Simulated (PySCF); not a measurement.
C₂H₄FNSi.

```xyz
9

F     -0.9705    -1.6535    -0.1572
C     -0.5900    -0.4772     0.4381
N     -1.0896     0.7026    -0.3047
C     -0.0290     1.4318    -0.4500
Si     1.2190     0.1671     0.1871
H     -1.0098    -0.4585     1.4591
H     -0.0923     2.4338    -0.8962
H      2.1425     0.4569     1.3224
H      1.9692    -0.5362    -0.8861
```
Charge 0, spin multiplicity 1.

Geometry optimised at TPSSh-D3(BJ)/def2-SVP. The structure was generated by enumeration; whether it is a known compound was not checked.

Calculation: PySCF with KT2/pcSseg-1. Non-relativistic, no solvent.

Computed absolute GIAO shielding of each atom: isotropic value and principal components (ppm):
| atom | σ(iso) | σ11 | σ22 | σ33 | span |
|---|---|---|---|---|---|
| F1 | 322.6 | 228.9 | 334.6 | 404.1 | 175.2 |
| C2 | 80.2 | 55.3 | 71.1 | 114.3 | 59.0 |
| N3 | -247.2 | -681.8 | -168.9 | 109.0 | 790.9 |
| C4 | 4.5 | -104.9 | -12.5 | 131.0 | 235.8 |
| Si5 | 365.7 | 251.0 | 357.9 | 488.1 | 237.0 |
| H6 | 25.1 | 21.7 | 24.3 | 29.4 | 7.7 |
| H7 | 22.7 | 19.3 | 23.9 | 24.9 | 5.6 |
| H8 | 24.8 | 20.9 | 24.4 | 29.1 | 8.2 |
| H9 | 25.4 | 23.3 | 24.8 | 28.0 | 4.7 |
